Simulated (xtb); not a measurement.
xtb input (GFN2-xTB):

```bash
xtb mol.xyz --gfn 2 --ohess tight --chrg -1 --uhf 0
```
mol.xyz:
```
3

Cu    -0.01490469    -0.01502800    -0.13769713
Br     2.17083859    -0.01363092     0.06036045
Br    -2.17993390    -0.01624833     0.09660492
```

Output:

```
           -------------------------------------------------
          |                Calculation Setup                |
           -------------------------------------------------

           -------------------------------------------------
          |                 G F N 2 - x T B                 |
           -------------------------------------------------

        Reference                      10.1021/acs.jctc.8b01176
      * Hamiltonian:
        H0-scaling (s, p, d)           1.850000    2.230000    2.230000
        zeta-weighting                 0.500000
      * Dispersion:
        s8                             2.700000
        a1                             0.520000
        a2                             5.000000
        s9                             5.000000
      * Repulsion:
        kExp                           1.500000    1.000000
        rExp                           1.000000
      * Coulomb:
        alpha                          2.000000
        third order                    shell-resolved
        anisotropic                    true
        a3                             3.000000
        a5                             4.000000
        cn-shift                       1.200000
        cn-exp                         4.000000
        max-rad                        5.000000

          ...................................................
          :                      SETUP                      :
          :.................................................:
          :  # basis functions                  30          :
          :  # atomic orbitals                  27          :
          :  # shells                            9          :
          :  # electrons                        26          :
          :  max. iterations                   250          :
          :  Hamiltonian                  GFN2-xTB          :
          :  restarted?                      false          :
          :  GBSA solvation                  false          :
          :  PC potential                    false          :
          :  electronic temp.          300.0000000     K    :
          :  accuracy                    1.0000000          :
          :  -> integral cutoff          0.2500000E+02      :
          :  -> integral neglect         0.1000000E-07      :
          :  -> SCF convergence          0.1000000E-05 Eh   :
          :  -> wf. convergence          0.1000000E-03 e    :
          :  Broyden damping             0.4000000          :
          :  net charge                         -1          :
          :  unpaired electrons                  0          :
          ...................................................

 iter      E             dE          RMSdq      gap      omega  full diag
   1    -12.4399505 -0.124400E+02  0.704E+00    8.03       0.0  T
   2    -12.4433662 -0.341568E-02  0.480E+00    8.08       1.0  T
   3    -12.4464018 -0.303558E-02  0.171E+00    7.98       1.0  T
   4    -12.4471863 -0.784488E-03  0.912E-01    8.10       1.0  T
   5    -12.4473733 -0.187006E-03  0.329E-01    8.06       1.0  T
   6    -12.4473788 -0.548660E-05  0.144E-01    8.02       1.0  T
[...]
                xx          xy          yy          xz          yz          zz
 q only:      -20.704      -0.019      10.353       0.264       0.001      10.352
  q+dip:      -38.619      -0.035      19.311       0.492       0.001      19.308
   full:      -39.543      -0.036      19.773       0.504       0.001      19.770

           -------------------------------------------------
          |                Geometry Summary                 |
           -------------------------------------------------

      molecular mass/u    :      223.3530955
   center of mass at/Å    :       -0.0080009      -0.0149690       0.0064286
  moments of inertia/u·Å² :        0.6288734E-06   0.8273873E+03   0.8273873E+03
rotational constants/cm⁻¹ :        0.2680608E+08   0.2037453E-01   0.2037453E-01

 * 2 selected distances

     #   Z          #   Z                                           value/Å
     1  29 Cu       2  35 Br                                      2.2753748 (min)
     1  29 Cu       3  35 Br                                      2.2754117 (max)

 * 1 distinct bonds (by element types)

   Z      Z             #   av. dist./Å        max./Å        min./Å
  29 Cu  35 Br          2     2.2753932     2.2754117     2.2753748

           -------------------------------------------------
          |               Frequency Printout                |
           -------------------------------------------------
 vibrational frequencies (cm⁻¹)
eigval :        0.00     0.00     0.00     0.00     0.00    68.18
eigval :       68.19   138.84   295.18
 reduced masses (amu)
   1: 75.25   2: 75.25   3: 75.25   4: 79.90   5: 79.90   6: 68.20   7: 68.20   8: 79.90
   9: 68.20
 IR intensities (km·mol⁻¹)
   1:  4.38   2:  4.36   3:  4.36   4:  0.00   5:  0.00   6: 20.36   7: 20.36   8:  0.00
   9:  4.03
 Raman intensities (Ä⁴*amu⁻¹)
   1:  0.00   2:  0.00   3:  0.00   4:  0.00   5:  0.00   6:  0.00   7:  0.00   8:  0.00
   9:  0.00
 output can be read by thermo (or use thermo option).
 writing <g98.out> molden fake output.
 recommended (thermochemical) frequency scaling factor: 1.0
           -------------------------------------------------
          |             Thermodynamic Functions             |
           -------------------------------------------------

din symmetry found (for desy threshold:  0.10E+00) used in thermo

          ...................................................
          :                      SETUP                      :
          :.................................................:
          :  # frequencies                           4      :
          :  # imaginary freq.                       0      :
          :  linear?                              true      :
          :  only rotor calc.                    false      :
          :  symmetry                              din      :
          :  rotational number                       2      :
          :  scaling factor                  1.0000000      :
Note: The following floating-point exceptions are signalling: IEEE_DENORMAL
normal termination of xtb
          :  rotor cutoff                   50.0000000 cm⁻¹ :
          :  imag. cutoff                  -20.0000000 cm⁻¹ :
          :.................................................:

    mode    ω/cm⁻¹     T·S(HO)/kcal·mol⁻¹    T·S(FR)/kcal·mol⁻¹   T·S(vib)
   ------------------------------------------------------------------------
       1     68.18    -1.25375 ( 77.57%)    -0.96453 ( 22.43%)    -1.18888
       2     68.19    -1.25374 ( 77.57%)    -0.96452 ( 22.43%)    -1.18887
       3    138.84    -0.84074 ( 98.35%)    -0.75394 (  1.65%)    -0.83930
       4    295.18    -0.43055 ( 99.92%)    -0.53052 (  0.08%)    -0.43064
   ------------------------------------------------------------------------

   temp. (K)  partition function   enthalpy   heat capacity  entropy
                                   cal/mol     cal/K/mol   cal/K/mol   J/K/mol
 298.15  VIB   34.3                 1684.200      7.083     12.235
         ROT  0.509E+04              592.502      1.987     18.947
         INT  0.174E+06             2276.701      9.070     31.182
         TR   0.323E+28             1481.254      4.968     42.094
         TOT                        3757.9550    14.0381    73.2757   306.5857

       T/K    H(0)-H(T)+PV         H(T)/Eh          T*S/Eh         G(T)/Eh
   ------------------------------------------------------------------------
    298.15    0.598868E-02    0.728811E-02    0.348157E-01   -0.275276E-01
   ------------------------------------------------------------------------

         :::::::::::::::::::::::::::::::::::::::::::::::::::::
         ::                  THERMODYNAMIC                  ::
         :::::::::::::::::::::::::::::::::::::::::::::::::::::
         :: total free energy         -12.466478978454 Eh   ::
         ::.................................................::
         :: total energy              -12.438951423910 Eh   ::
         :: zero point energy           0.001299431889 Eh   ::
         :: G(RRHO) w/o ZPVE           -0.028826986434 Eh   ::
         :: G(RRHO) contrib.           -0.027527554545 Eh   ::
         :::::::::::::::::::::::::::::::::::::::::::::::::::::

optimized geometry written to: xtbopt.xyz

           -------------------------------------------------
          | TOTAL ENERGY              -12.438951423910 Eh   |
          | TOTAL ENTHALPY            -12.431663309490 Eh   |
          | TOTAL FREE ENERGY         -12.466478978454 Eh   |
          | GRADIENT NORM               0.000020658507 Eh/α |
          | HOMO-LUMO GAP               8.102089097326 eV   |
           -------------------------------------------------

------------------------------------------------------------------------
------------------------------------------------------------------------
 total:
 SCF:
 ANC optimizer:
 analytical hessian:
```
